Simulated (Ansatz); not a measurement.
The same path of CHFGeN (5 atoms, charge 0, multiplicity 2) was run twice with different band settings. The coordinate that changes most is the height of Ge3 over the plane of its neighbours.

Method: UKS PBE-D4/def2-SVP in Ansatz.

Relaxed end points:

```xyz
5
Properties=species:S:1:pos:R:3
N 0.970 -1.519 1.498
C 0.558 -0.785 0.677
Ge 0.027 0.348 -0.805
F -1.689 0.036 -1.031
H 0.184 1.847 -0.382
```

```xyz
5
Properties=species:S:1:pos:R:3
N 1.099 -1.595 1.322
C 0.516 -0.760 0.735
Ge -0.528 0.675 -0.049
F -1.481 -0.087 -1.316
H 0.443 1.694 -0.733
```

Common settings: movable images 7; climbing image yes; spring 5.0 eV/Å²; optimiser quadratic models (default); start path through a guess of the saddle point; force threshold 0.03 eV/Å; end points relaxed.

| run | iteration limit |
| --- | --- |
| 1 | 60 |
| 2 | 6 |

Question: What does each run give, and how far can it be trusted?

Answer: Run 1: converged after 5 iterations, highest image 0.675 eV above the first end. A vibrational analysis at the climbing image gives one clearly imaginary mode, 711i cm⁻¹: a first-order saddle point.
Run 2: converged after 5 iterations, highest image 0.675 eV above the first end. Another band between the same ends (7 images) ends at a top of the same energy, where a vibrational analysis finds 1 clearly imaginary mode.
